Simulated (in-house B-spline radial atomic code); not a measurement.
A fraction x of an electron is removed from 3p in Sr VI (Sr5+), starting from [Ar] 3d10 4s2 4p3 and keeping the highest spin. Method: non-relativistic CAM-B3LYP, spin-polarised, spherical fractional occupations, point nucleus. Calculated with an all-electron radial atomic-structure program (B-spline basis).

Caution: exact exchange at fractional occupations of open shells leaves self-interaction of up to several eV.

```csv
x,E(x) - E(0) (eV),3p down level (eV)
0,0.0000,-328.162
0.18,59.5477,-333.485
0.28,93.0448,-336.460
0.41,?,?
0.5,167.7896,-343.047
0.59,198.7858,-345.759
0.73,?,?
0.84,286.1718,-353.341
0.91,310.9804,-355.477
1,343.0972,-358.232
```

What belongs in the row x = 0.41?

An energy change of 137.0370 eV; 3p down at -340.345 eV.

What belongs in the row x = 0.73?

An energy change of 247.4883 eV; 3p down at -349.996 eV.

Check Janak's theorem between x = 0.18 and 0.28.

The slope of the energy is 334.97 eV; the orbital levels give 334.97 eV (-ε of the emptying orbital, averaged over the two points).
